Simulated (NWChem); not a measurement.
Molecule: SiCl, doublet; SMILES [Si]Cl

Results from NWChem. Spin-unrestricted. The state is orbitally degenerate and is run as one real component. The geometry was optimised at PBE-D3(BJ)/def2-SVP, spin-unrestricted. No stability test was run on the SCF state. Solvent water, SMD (1 M gas to 1 M solution), gas-phase geometry. Reactions with the solvent are ignored.

```
level            basis functions  solvation free energy (kcal/mol)  cavity-dispersion-structure term (kcal/mol)  dipole in solution (D)
---------------  ---------------  --------------------------------  -------------------------------------------  ----------------------
PBE0/STO-3G                   18                              -2.6                                          0.4                    3.21
PBE0/def2-SVP                 36                              -1.0                                          0.4                    1.46
PBE0/def2-SVPD                51                              -1.2                                          0.4                    1.66
PBE0/def2-TZVP                74                              -1.1                                          0.4                    1.56
PBE0/def2-TZVPD               89                              -1.1                                          0.4                    1.59
PBE0/def2-TZVPP               84                              -1.1                                          0.4                    1.56
```
